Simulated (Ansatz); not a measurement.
Start from `O[SiH](O)[SiH2][SiH3]` and change one atom or group to get `[OH][GeH2][SiH](O)O`.

Ansatz, PBE0-D4/def2-TZVP geometries, multiplicity 1. Each molecule was computed in one conformer, which needn't be the lowest.

Scalar relativity is left out up to krypton.

```tsv
property	`O[SiH](O)[SiH2][SiH3]`
HOMO energy (B3LYP/def2-TZVPP) / eV	-7.49
LUMO energy (PBE0/def2-TZVPP) / eV	-0.25
HOMO energy (PBE0/def2-TZVPP) / eV	-7.68
size of the dipole moment (B3LYP/def2-TZVPP) / D	1.19
size of the dipole moment (PBE/def2-TZVPP) / D	1.26
HOMO energy (PBE/def2-TZVPP) / eV	-6.53
```

Q: Give the same properties after the change, and the shifts. (Best estimate.)

A: Ansatz gave: 
```
                                        property  `[OH][GeH2][SiH](O)O`  shift
             HOMO energy (B3LYP/def2-TZVPP) / eV                  -7.76  -0.27
              LUMO energy (PBE0/def2-TZVPP) / eV                  -0.45  -0.20
              HOMO energy (PBE0/def2-TZVPP) / eV                  -7.95  -0.27
size of the dipole moment (B3LYP/def2-TZVPP) / D                   0.98  -0.21
  size of the dipole moment (PBE/def2-TZVPP) / D                   0.84  -0.42
               HOMO energy (PBE/def2-TZVPP) / eV                  -6.72  -0.19
```

With PBE0 the HOMO falls by 0.27 eV and the LUMO falls by 0.20 eV, so the gap widens by about 0.07 eV. PBE moves the HOMO by -0.19 eV and ωB97M-V by -0.35 eV. Dipoles are sizes alone; their direction can turn.

B3LYP here is the variant with VWN-RPA as its local correlation; programs differ in this.
